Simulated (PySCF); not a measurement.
# `C=Cc1ncncn1`, C5H5N3

Cartesian coordinates in Å; atom numbers follow the order of the lines, from 1:
```xyz
13

C    -2.529    0.232    0.085
C    -1.513   -0.625    0.225
C    -0.107   -0.233    0.080
N     0.187    1.043   -0.205
C     1.476    1.315   -0.321
N     2.472    0.441   -0.180
C     2.073   -0.794    0.103
N     0.814   -1.191    0.243
H    -3.565   -0.092    0.199
H    -2.332    1.282   -0.149
H    -1.670   -1.681    0.457
H     1.751    2.351   -0.555
H     2.852   -1.556    0.232
```

Computed with quadratic response CAM-B3LYP/aug-cc-pVDZ first hyperpolarisability, Taylor convention, gas phase (PySCF 2.14.0). Geometry: PBE0-D3(BJ)/def2-SVP.

Problem. Give β for the processes computed.

Solution. In au, Taylor convention; the vector part is βᵢ = ⅓ Σⱼ (βᵢⱼⱼ + βⱼᵢⱼ + βⱼⱼᵢ); β∥ is 3/5 of the vector part along the dipole, the dipole points from − to +:
| process | λ (nm) | β vector norm | β∥ | β HRS | depolarisation ratio |
| --- | --- | --- | --- | --- | --- |
| static β(0;0,0) | ∞ | 224.4 | 131.2 | 115.0 | 3.04 |
| second harmonic β(−2ω;ω,ω) | 1064 | 307.5 | 179.8 | 153.4 | 3.22 |
| Pockels β(−ω;ω,0) | 1064 | 248.1 | 145.0 | – | – |

Problem. Which lowest excitations, dipole and polarisabilities go with it?

Solution. S1 4.41 eV (f = 0.000); S2 4.68 eV (f = 0.004); S3 4.84 eV (f = 0.005); dipole 1.09 D; isotropic α 80.9 au static, 82.0 au at 1064 nm, 86.0 au at 532 nm.
